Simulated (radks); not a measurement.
Valence configurations of Dy IV (all share [Xe]). Calculated with a radial shooting solver on a logarithmic mesh with Libxc functionals: scalar-relativistic Kohn-Sham, PBEsol, spin-unpolarised, spherical densities, point nucleus. Energies are relative to 4f9; eigenvalues in eV.

valence	E (eV)	e(4f)	e(5d)	e(6p)	e(6s)
4f9	0.000	-34.736	-	-	-
4f8 5d1	12.582	-42.013	-26.733	-	-
4f8 6s1	15.710	-45.279	-	-	-25.513
4f8 6p1	21.712	-46.481	-	-20.187	-
4f8 5d0.5 6s0.5	14.060	-43.631	-27.853	-	-24.723
4f7 6s2	40.066	-56.910	-	-	-27.860
4f8.5 5d0.5	5.620	-38.281	-25.781	-	-
4f7.5 5d0.5 6s1	24.627	-49.260	-29.968	-	-25.957
4f7 5d1 6s1	35.084	-53.396	-30.945	-	-26.373
4f5.5 5d2.5 6s1	76.457	-66.620	-33.813	-	-27.477

NIST lists [Xe] 4f9 as the ground configuration; this level of theory agrees among the configurations tried. The energies are those of spherical spin-averaged densities, not of single terms.
